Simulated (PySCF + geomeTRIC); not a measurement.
Species: [Ta(OH)(NH2)4] (charge 0, multiplicity 1).

Give a relaxed geometry from BP86-D3(BJ)/def2-SVP (PySCF + geomeTRIC).

Several could match; the one computed here: the end point of this relaxation, one of several conformers.
Cartesian coordinates (Å) in one orientation:
```xyz
15

Ta    -0.027     0.045     0.182
O      0.215     1.205    -1.359
H      0.573     1.394    -2.239
N     -1.107    -1.324    -0.840
H     -1.147    -2.334    -0.672
H     -1.769    -1.068    -1.581
N     -0.135    -1.312     1.703
H     -0.860    -2.031     1.812
H      0.551    -1.428     2.459
N     -1.071     1.490     1.105
H     -1.476     1.433     2.043
H     -1.250     2.407     0.682
N      1.959    -0.031     0.558
H      2.467    -0.779     1.038
H      2.589     0.760     0.380
```
